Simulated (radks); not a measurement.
The numbers below are computed, except where a source is named.
La44+, configuration [He] 2s2 2p5.75 3s2 3p1 4f0.25 (fractional occupations, a model configuration).

Code: a radial shooting solver on a logarithmic mesh with Libxc functionals. Model: scalar-relativistic Kohn-Sham, LDA (Slater exchange, Perdew-Wang correlation), spin-unpolarised, spherical densities, point nucleus.

Energy parts (Ry):
part                       energy
total                 -13178.8027
kinetic                14115.3544
electron-nucleus      -28548.2752
Hartree                 1454.8489
exchange-correlation    -200.7308

Orbitals (lengths in bohr, moments of r in powers of bohr; r(max) is where P^2 peaks):
1s: occ. 2; eigenvalue (Ry) -3064.361; r(max) 0.01609
2s: occ. 2; eigenvalue (Ry) -658.5938; r(max) 0.09024
2p: occ. 5.75; eigenvalue (Ry) -614.4236; r(max) 0.07233
3s: occ. 2; eigenvalue (Ry) -264.4179; r(max) 0.2418
3p: occ. 1; eigenvalue (Ry) -250.8361; r(max) 0.2326
4f: occ. 0.25; eigenvalue (Ry) -126.0007; r(max) 0.3456

The highest occupied level is 4f at -1714.3 eV. The density falls to 0.001 e/bohr^3 at r = 0.86 bohr.
